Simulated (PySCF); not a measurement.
These compounds are isomers of formula C$_{7}$H$_{12}$OSi$_{2}$.

A. SMILES C=CCC1=CC(=O)[SiH2][SiH2]C1
B. SMILES C=C[Si@H](C#CC)C(=C)O[SiH3]
C. `C([SiH3])C1=CC(O[SiH3])=CC=C1`
D. SMILES C1=C(C[SiH2]C=C)C[SiH2]C1=O

Spectrum 1. $^{13}$C{$^{1}$H} NMR (computed): δ 170.0 (C), 143.7 (CH2), 141.9 (CH), 113.3 (C), 107.3 (CH2), 83.5 (C), 6.1 (CH3).

Spectrum 2. $^{13}$C{$^{1}$H} NMR (computed): δ 232.2 (C), 185.1 (C), 146.9 (CH), 144.9 (CH2), 138.8 (CH), 30.2 (CH2), 17.7 (CH2).

Spectrum 3. $^{13}$C{$^{1}$H} NMR (computed): δ 230.0 (C), 164.6 (C), 144.0 (CH), 136.8 (CH), 125.9 (CH2), 54.2 (CH2), 15.5 (CH2).

Spectrum 4. $^{13}$C{$^{1}$H} NMR (computed): δ 162.6 (C), 148.6 (C), 134.9 (CH), 125.6 (CH), 124.3 (CH), 114.9 (CH), 21.4 (CH2).

Method: GFN2-xTB structure, shielding tensors at PBE0/pcSseg-1 (GIAO), in PySCF (relativity neglected, no solvent, one computed conformer, equivalent nuclei averaged).

Shifts are taken against calculated references (same method and geometry level): $^{13}$C against TMS. Shifts are as computed. Against solution values, carbons near 30 ppm lie about +3 ppm off and those near 130 ppm about +5 ppm. Of 1211 compounds with measured shifts, 218 miss one by over three times the rms of a fit or turn the order of signals round; such compounds aren't used in these exercises.

Q: Which spectrum belongs to which compound?

A: 1–B, 2–D, 3–A, 4–C.

- Spectrum 1 (B): 7 $^{13}$C signals; δC 170.0 is an alkene carbon bearing oxygen; δC 143.7 is a terminal =CH2 carbon.
- Spectrum 2 (D): 7 $^{13}$C signals; δC 185.1 is a β carbon of a C=C–C=O unit; δC 146.9 is an α carbon of a C=C–C=O unit.
- Spectrum 3 (A): 7 $^{13}$C signals; δC 164.6 is a β carbon of a C=C–C=O unit; δC 144.0 is an alkene CH.
- Spectrum 4 (C): 7 $^{13}$C signals; δC 162.6 is an aromatic carbon bearing oxygen; δC 134.9 is an aromatic CH.
